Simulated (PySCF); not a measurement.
**Telling isomers of C7H7ClOSi apart by NMR**

Gas phase, relativity neglected, one conformer, one averaged value for each set of equivalent atoms. PBE0/pcSseg-1 with gauge-including orbitals; GFN2-xTB geometry; PySCF.

δ = σ(ref) − σ, references computed at the same level: ¹H (31.72 ppm), ¹³C (186.93 ppm) vs TMS. Where no couplings were computed, multiplicities follow the n + 1 count of equivalent neighbours, and m marks all less simple cases (inequivalent or close neighbours, rings, F or P nearby). Shifts are as computed. Against solution values, carbons near 30 ppm lie about +3 ppm off and those near 130 ppm about +5 ppm; carbons on Cl a further +6 ppm. Of 1211 compounds with measured shifts, 218 miss one by over three times the rms of a fit or turn the order of signals round; such compounds aren't used in these exercises. Carbons bonded to Cl come out too deshielded.

(1) Tabulate the signals of `O=C(Cl)c1ccccc1[SiH3]`, `Cl[C@H]1[SiH2]C=C1c1ccco1`, `O=C(Cl)c1ccc([SiH3])cc1` and their relative energies.

(2) What is the quickest way to tell Cl[C@H]1[SiH2]C=C1c1ccco1 from O=C(Cl)c1ccc([SiH3])cc1?

(3) What is the quickest way to tell O=C(Cl)c1ccccc1[SiH3] from O=C(Cl)c1ccc([SiH3])cc1?

(4) What is the quickest way to tell O=C(Cl)c1ccccc1[SiH3] from Cl[C@H]1[SiH2]C=C1c1ccco1?

## Answers

(1) 
```tsv
SMILES	carbon types	δC	δH	E rel. (kcal/mol)
O=C(Cl)c1ccccc1[SiH3]	3×C 4×CH	182.9, 150.6, 143.2, 141.0, 140.7, 140.1, 135.9	8.83 (d, 1H), 8.24 (d, 1H), 7.98 (m, 1H), 7.91 (m, 1H), 4.65 (s, 3H)	0.0
Cl[C@H]1[SiH2]C=C1c1ccco1	2×C 5×CH	161.2, 155.8, 150.0, 129.5, 121.6, 118.7, 50.3	7.66 (m, 1H), 7.18 (m, 1H), 6.78 (m, 1H), 6.32 (m, 1H), 5.19 (m, 1H), 4.95 (m, 1H), 4.60 (m, 1H)	39.7
O=C(Cl)c1ccc([SiH3])cc1	3×C 4×CH	177.0, 147.3, 141.5, 138.1, 136.5	8.57 (d, 2H), 8.01 (d, 2H), 4.60 (s, 3H)	0.2
```

Energies are electronic energies at PBE0/pcSseg-1 on these geometries, without zero-point or thermal terms, each for the one conformer computed, which needn't be the lowest.

(2) Count the carbon signals: 7 against 5. The first has an allylic sp3 CH bonded to Cl and Si at 50.3 ppm, the second a substituted aromatic carbon (C) at 136.5 ppm. Their most deshielded carbons lie at 161.2 and 177.0 ppm. In the proton spectra the most deshielded non-exchanging signals are 7.66 (m, 1H) and 8.57 (d, 2H).

(3) Count the carbon signals: 7 against 5. The first has a carbonyl carbon (C) at 182.9 ppm, the second a carbonyl carbon (C) at 177.0 ppm.

(4) Both give the same number of carbon signals, but DEPT or the intensities differ. The first has a carbonyl carbon (C) at 182.9 ppm, the second an allylic sp3 CH bonded to Cl and Si at 50.3 ppm. Their most deshielded carbons lie at 182.9 and 161.2 ppm. In the proton spectra the most deshielded non-exchanging signals are 8.83 (d, 1H) and 7.66 (m, 1H).
